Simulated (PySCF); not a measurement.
The vertical singlet excitations below were computed for one of the candidates. Computed with TDDFT PBE0/def2-SVPD, vertical, gas phase, core orbitals frozen in the response (PySCF 2.14.0, density-fitted response routines). Geometries: GFN2-xTB, one conformer each.

| state | ν̃ (cm⁻¹) | f | main configurations (H = HOMO, L = LUMO) |
| --- | --- | --- | --- |
| S1 | 31520 | 0.0003 | H-1→L (98%) |
| S2 | 35060 | 0.0012 | H-2→L (97%) |
| S3 | 35350 | 0.314 | H→L (94%) |
| S4 | 47920 | 0.0018 | H-5→L (95%) |
| S5 | 48300 | 0.0001 | H→L+1 (95%) |
| S6 | 49370 | 0.020 | H-3→L (58%), H-4→L (29%) |

Question: Which candidate is it? All have the formula C6H4O2.
A. `C=C1C(=O)C=CC1=O`
B. `C#CC1=C(C(=O)O)C1`
C. `C#C[C@@H]1C=COC1=O`

Answer: B. Its S1 lies at 3.91 eV; the nearest of the others has S1 at 2.98 eV. S1 is HOMO-1→LUMO (98%). Löwdin shares by element: HOMO carbon 67% or more (atoms not listed hold the other 33%); LUMO carbon 68% or more (atoms not listed hold the other 32%). At the same level the other candidates give, for their lowest levels:
- `C#C[C@@H]1C=COC1=O`: 5.34 eV (f 0.002); 5.65 eV (f 0.057); 6.20 eV (f 0.008); 6.34 eV (f 0.006); 6.62 eV (f 0.003); T1 4.03 eV; HOMO -7.67, LUMO -0.97 eV
- `C=C1C(=O)C=CC1=O`: 2.98 eV (f 0.000); 3.41 eV (f 0.000); 4.10 eV (f 0.000); 4.63 eV (f 0.000); 4.66 eV (f 0.004); T1 2.53 eV; HOMO -7.62, LUMO -2.91 eV

The values belong to the conformer `[CH:1]#[C:2][C:3]1=[C:4]([C:5](=[O:6])[OH:7])[CH2:8]1`: C3–C4–C5–O6 0°, H–O7–C5–C4 180°.
Triplets come from the Tamm–Dancoff approximation.
